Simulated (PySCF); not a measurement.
Si³⁺ (silicon, charge +3) across methods

[Ne] 3s1, 2S determinant. Computed with PySCF 2.14 in aug-cc-pV(Q+d)Z with one added diffuse shell each of s, p, d, f, g type (8s7p6d4f3g, 114 functions), with no relativity, point nucleus.

```tsv
method	E (hartree)	mean ε 2p α (eV)	mean ε 2p β (eV)	mean ε 3s α (eV)	Σ⟨r²⟩ (bohr²)	⟨S²⟩
r2SCAN	-287.2271	-134.39	-134.12	-40.595	6.836	0.750
LDA	-286.0785	-132.61	-132.31	-40.443	6.820	0.750
wB97M-V	-287.2499	-139.89	-139.62	-43.933	6.864	0.750
PBE0	-287.1285	-137.78	-137.44	-41.534	6.836	0.750
r2SCANh	-287.2265	-136.28	-136.00	-41.052	6.835	0.750
M06	-287.2447	-138.24	-138.04	-41.355	6.775	0.750
UHF	-286.82112	-152.28	-151.90	-44.673	6.891	0.750
```

Estimate the same row for PBE.

E (hartree) = -287.0982; mean ε 2p α (eV) = -132.54; mean ε 2p β (eV) = -132.22; mean ε 3s α (eV) = -40.329; Σ⟨r²⟩ (bohr²) = 6.832; ⟨S²⟩ = 0.750.
